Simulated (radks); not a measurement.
Species: the potassium ion K3+. Configuration: [Ne] 3s2 3p2 4p2 (not the ground configuration). Method: scalar-relativistic Kohn-Sham, PBE, spin-polarised, spherical densities, finite nucleus; open shells are filled with parallel spins first; Fermi nuclear charge, rms radius 3.4349 fm; computed with a radial shooting solver on a logarithmic mesh with Libxc functionals.

Local quantities along the radius. ELF = 1/(1 + alpha^2) is the electron localisation function; alpha = (tau - tau_W)/tau_unif compares the Pauli kinetic energy density with that of the uniform gas (summed over spins); s = |grad rho|/(2 (3 pi^2)^(1/3) rho^(4/3)) is the reduced gradient; 4 pi r^2 rho is in e/bohr. tau is taken from the large components.

r (bohr),ELF,alpha,s,4 pi r^2 rho
0.002645,1.000,0.01202,0.4481,0.3857
0.003417,1.000,0.01227,0.4367,0.6218
0.004449,1.000,0.01275,0.4298,1.009
0.005747,1.000,0.01349,0.4273,1.594
0.007483,1.000,0.01465,0.4291,2.517
0.009666,1.000,0.01632,0.4352,3.846
0.01249,1.000,0.01884,0.4461,5.738
0.01626,0.999,0.02291,0.4637,8.389
0.021,0.999,0.02936,0.4883,11.64
0.02713,0.998,0.04054,0.5230,15.34
0.03533,0.996,0.06243,0.5730,19.04
0.04563,0.989,0.1069,0.6392,21.59
0.05942,0.956,0.2150,0.7273,22.15
0.07676,0.812,0.4811,0.8148,20.37
0.09915,0.460,1.084,0.8258,17.39
0.1291,0.246,1.749,0.6154,15.59
0.1668,0.347,1.373,0.3445,17.06
0.2154,0.654,0.7269,0.3017,20.76
0.2805,0.834,0.4460,0.4282,22.65
0.3624,0.854,0.4138,0.6406,19.13
0.4718,0.649,0.7355,0.9532,11.62
0.6095,0.168,2.228,1.050,5.953
0.7873,0.221,1.877,0.4803,4.508
1.025,0.768,0.5497,0.5326,4.625
1.324,0.753,0.5723,1.004,3.280
1.724,0.122,2.680,1.438,1.457
2.228,0.131,2.581,0.5408,0.9657
2.877,0.623,0.7784,0.7378,0.9853
3.747,0.624,0.7767,1.816,0.5254
4.84,0.259,1.694,4.240,0.1215
6.252,0.019,7.223,12.76,0.01064
8.141,0.000,76.73,58.23,0.0002360

On this mesh the ELF has minima near r = 0.13, 0.69, 2.0 bohr, which separate the shells, and maxima near 0.32 (0.86), 1.2 (0.83), 3.3 (0.68).
